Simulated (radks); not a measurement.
Values are calculated unless marked as measured or tabulated.
Problem. The table gives one normalised radial function P(r) = r R(r) (large component) of Hg3.5+ in [Xe] 4f14 5d7 6p1.5 (r in bohr). Level of theory: Dirac Kohn-Sham, PBE, spin-unpolarised, spherical densities, point nucleus; open shells are shared between the two j in proportion to 2j + 1 (a radial shooting solver on a logarithmic mesh with Libxc functionals).

r	P
0.0008472	0.0000
0.001139	0.0000
0.001544	0.0000
0.002075	0.0000
0.002813	0.0000
0.003812	0.0000
0.005125	0.0000
0.006946	0.0000
0.009339	0.0001
0.01266	0.0003
0.01702	0.0009
0.02306	0.0028
0.03126	0.0080
0.04202	0.0214
0.05695	0.0552
0.07657	0.1291
0.1038	0.2809
0.1406	0.5423
0.1891	0.8953
0.2563	1.2654
0.3445	1.4683
0.4669	1.3800
0.6328	1.0282
0.8508	0.6052
1.153	0.2620
1.55	0.0818
2.101	0.0157
2.825	0.0018
3.828	0.0001
5.188	0.0000
6.976	0.0000

Which n and l does it have? It may be an empty orbital.

Solution. n = 4, l = 3: the number of nodes gives n - l - 1 = 0, the rise at small r points to l (this Dirac orbital starts as r^gamma with gamma = sqrt((l + 1)^2 - (Z/c)^2) = 3.96; the j = 7/2 orbital of l + 1 starts with the same power, but with a smaller coefficient, and then steepens), and the extent must fit the shell. The curve is that of 4f7/2; the two j differ most near the nucleus, where j = l - 1/2 has the larger amplitude, and in heavy atoms j = l - 1/2 is also the more compact. 4f7/2: eigenvalue -145.58 eV, 0 radial nodes, <r> = 0.485 bohr, 90 % of the charge inside 0.775 bohr.
